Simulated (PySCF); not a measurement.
# Working out the ionisation energy of Kr

Kr [Kr] (1S) → Kr⁺ [Ar] 3d10 4s2 4p5 (2P). Calculation: PySCF 2.14, in aug-cc-pVQZ-PP with ECP10MDF; a scalar-relativistic core potential. Frozen: 3s2 3p6 3d10. Energies in hartree (1 hartree = 27.21139 eV):

```csv
part,Kr (lower),Kr⁺ (upper)
UHF,-462.200060,-461.720936
CCSD correlation,-0.212305,-0.175686
(T),-0.007227,-0.005198
```

What does Hartree-Fock give?

(-461.720936) − (-462.200060) = 0.479124 hartree = 13.038 eV.

What do CCSD and CCSD(T) give?

The CCSD correlation energies differ by 0.036619 hartree = 0.996 eV and the triples by 0.002029 hartree = 0.055 eV, so CCSD gives 14.034 eV and CCSD(T) 14.089 eV.

Measured between the centres of the two terms (NIST): 14.222 eV, so CCSD(T) (valence) is off by -0.133 eV.

What remains against the reference includes basis incompleteness, the frozen core and higher excitations.
